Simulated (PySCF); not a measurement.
Molecule: SMILES C1C(N[SiH2]C[SiH3])C1, C$_{4}$H$_{13}$NSi$_{2}$.

Cartesian coordinates in Å; atom numbers follow the order of the lines, from 1:
```xyz
20

Si    3.003    0.706   -0.372
C     2.234   -0.992   -0.715
Si    0.617   -1.378    0.196
N    -0.421   -0.038   -0.076
C    -1.724    0.080    0.474
C    -2.485    1.363    0.342
C    -2.943    0.136   -0.403
H     2.154    1.770   -0.919
H     3.185    0.911    1.066
H     4.311    0.795   -1.034
H     2.950   -1.767   -0.441
H     2.079   -1.102   -1.788
H     0.084   -2.670   -0.280
H     0.816   -1.473    1.647
H    -0.312    0.510   -0.916
H    -1.806   -0.465    1.404
H    -3.074    1.709    1.177
H    -2.034    2.160   -0.231
H    -3.843   -0.358   -0.074
H    -2.798    0.114   -1.472
```

Frames of a GFN2-xTB Langevin trajectory at 400 K; GIAO PBE0/pcSseg-1 shieldings in PySCF 2.14.0 with density-fitted response routines, gas phase, non-relativistic; equivalent atoms averaged within each frame.

References, each an isolated molecule treated in the same way: TMS for ²⁹Si (349.16 ppm) and ¹³C (186.93 ppm) and ¹H (31.72 ppm); NH3 for ¹⁵N (267.73 ppm). The references are static minima.

Task: How do the shifts (ppm) fluctuate along the trajectory?

Result: 
```csv
time (fs),Si3,Si1,C5,C6/C7,C2,N4,H13/H14,H8/H9/H10,H16,H11/H12
250,-27.9,-71.2,31.8,13.6,-3.3,39.0,5.06,4.41,2.22,1.26
425,-32.2,-71.1,42.9,11.0,-8.9,48.1,5.53,4.58,2.71,-0.39
625,-31.9,-77.3,27.7,11.7,-10.1,18.6,5.81,4.40,2.61,0.26
800,-41.8,-72.8,33.2,12.0,-12.8,50.4,5.61,4.37,2.24,-0.39
1000,-30.6,-80.6,40.2,12.4,-10.8,39.9,5.02,3.67,2.47,0.21
mean of frames,-32.9,-74.6,35.2,12.1,-9.2,39.2,5.40,4.29,2.45,0.19
standard deviation,5.3,4.2,6.3,1.0,3.6,12.5,0.35,0.36,0.22,0.67
```

5 frames give an uncertainty of the mean of about the standard deviation over 2.2 at best, since frames this close in time may not be independent; classical motion lacks zero-point vibration, and the reference would need the same averaging.
